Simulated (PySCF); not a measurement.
H₃F₂GaGe (SMILES [F][Ga]([F])[GeH3]), singlet, geometry from GFN2-xTB (such geometries of metal compounds can be far from the true shape); DF-HF/def2-TZVP (PySCF).

Here is a job for PySCF.
```python
from pyscf import gto, scf

mol = gto.M(
    atom='''
Ga    0.38946353   -0.43742440    0.56022894
F     2.10025903   -0.88970022    0.46200706
F    -0.35205624   -1.05384472    2.04683439
Ge   -0.77362742    0.86407436   -1.11143100
H    -1.62265813    1.90395735   -0.44023233
H     0.22636424    1.53159067   -2.00714691
H    -1.65482345   -0.03386708   -1.93349873
''',
    basis='def2-tzvp',
    verbose=4,
    max_memory=1800,
)

mf = scf.RHF(mol)
mf = mf.density_fit(auxbasis='def2-universal-jkfit')
mf.kernel()
```

It wrote (shortened):

```
PySCF version 2.14.0

[INPUT] verbose = 4
[INPUT] num. atoms = 7
[INPUT] num. electrons = 84
[INPUT] charge = 0
[INPUT] spin (= nelec alpha-beta = 2S) = 0
[INPUT] symmetry False subgroup None
[INPUT] Mole.unit = angstrom
[INPUT] Symbol           X                Y                Z      unit          X                Y                Z       unit  Magmom
[INPUT]  1 Ga     0.389463530000  -0.437424400000   0.560228940000 AA    0.735979407206  -0.826612316202   1.058679263655 Bohr   0.0
[INPUT]  2 F      2.100259030000  -0.889700220000   0.462007060000 AA    3.968914357345  -1.681289748765   0.873066811015 Bohr   0.0
[INPUT]  3 F     -0.352056240000  -1.053844720000   2.046834390000 AA   -0.665289874044  -1.991477898619   3.867956419441 Bohr   0.0
[INPUT]  4 Ge    -0.773627420000   0.864074360000  -1.111431000000 AA   -1.461943946254   1.632863891659  -2.100300196351 Bohr   0.0
[INPUT]  5 H     -1.622658130000   1.903957350000  -0.440232330000 AA   -3.066379459499   3.597957944353  -0.831918534879 Bohr   0.0
[INPUT]  6 H      0.226364240000   1.531590670000  -2.007146910000 AA    0.427766417995   2.894286901239  -3.792957951667 Bohr   0.0
[INPUT]  7 H     -1.654823450000  -0.033867080000  -1.933498730000 AA   -3.127163105008  -0.063999505839  -3.653783061894 Bohr   0.0

nuclear repulsion = 536.657850541987
number of shells = 66
number of NR pGTOs = 316
number of NR cGTOs = 176
basis = def2-tzvp
ecp = {}

******** <class 'pyscf.df.df_jk.DFRHF'> ********
method = DFRHF
initial guess = minao
damping factor = 0
level_shift factor = 0
DIIS = <class 'pyscf.scf.diis.CDIIS'>
diis_start_cycle = 1
diis_space = 8
diis_damp = 0
SCF conv_tol = 1e-09
SCF conv_tol_grad = None
SCF max_cycles = 50
direct_scf = False
Set gradient conv threshold to 3.16228e-05
Initial guess from minao.
******** <class 'pyscf.df.df.DF'> ********
auxbasis = def2-universal-jkfit
init E= -4198.01267107882
  HOMO = -0.345530820001664  LUMO = -0.00605441613576345  gap/eV = 9.23762
cycle= 1 E= -4199.26567339227  delta_E= -1.25  |g|= 0.896  |ddm|= 2.01
  HOMO = -0.431040141369351  LUMO = 0.00817441984855792  gap/eV = 11.95164
cycle= 2 E= -4199.36003721908  delta_E= -0.0944  |g|= 0.731  |ddm|= 0.85
  HOMO = -0.440953926157583  LUMO = 0.0311474327903615  gap/eV = 12.84653
cycle= 3 E= -4199.42521931376  delta_E= -0.0652  |g|= 0.0535  |ddm|=  0.3
  HOMO = -0.431412531443513  LUMO = 0.0401616869698113  gap/eV = 12.83219
cycle= 4 E= -4199.42689575687  delta_E= -0.00168  |g|= 0.0211  |ddm|= 0.108
  HOMO = -0.434306832091352  LUMO = 0.0391319411305872  gap/eV = 12.88293
cycle= 5 E= -4199.42702851934  delta_E= -0.000133  |g|= 0.00981  |ddm|= 0.0262
  HOMO = -0.435174662587407  LUMO = 0.0385961596963189  gap/eV = 12.89196
cycle= 6 E= -4199.4270487122  delta_E= -2.02e-05  |g|= 0.00183  |ddm|= 0.00953
  HOMO = -0.434991606338038  LUMO = 0.0386151858062415  gap/eV = 12.88750
cycle= 7 E= -4199.42705166229  delta_E= -2.95e-06  |g|= 0.000528  |ddm|= 0.00475
  HOMO = -0.4350146600108  LUMO = 0.0385887642952419  gap/eV = 12.88741
cycle= 8 E= -4199.42705186101  delta_E= -1.99e-07  |g|= 0.000179  |ddm|= 0.00118
  HOMO = -0.43498816878666  LUMO = 0.0385989040353442  gap/eV = 12.88696
cycle= 9 E= -4199.42705187136  delta_E= -1.04e-08  |g|= 6.69e-05  |ddm|= 0.000214
  HOMO = -0.434979673466742  LUMO = 0.0386007146283284  gap/eV = 12.88678
cycle= 10 E= -4199.42705187301  delta_E= -1.64e-09  |g|= 1.34e-05  |ddm|= 8.65e-05
  HOMO = -0.434979199408488  LUMO = 0.0385995123998686  gap/eV = 12.88673
cycle= 11 E= -4199.42705187311  delta_E= -1e-10  |g|= 2.54e-06  |ddm|= 2.73e-05
  HOMO = -0.434979212743251  LUMO = 0.0385996600900822  gap/eV = 12.88674
Extra cycle  E= -4199.42705187309  delta_E= 1.36e-11  |g|= 1.52e-06  |ddm|= 4.23e-06
converged SCF energy = -4199.42705187309
```
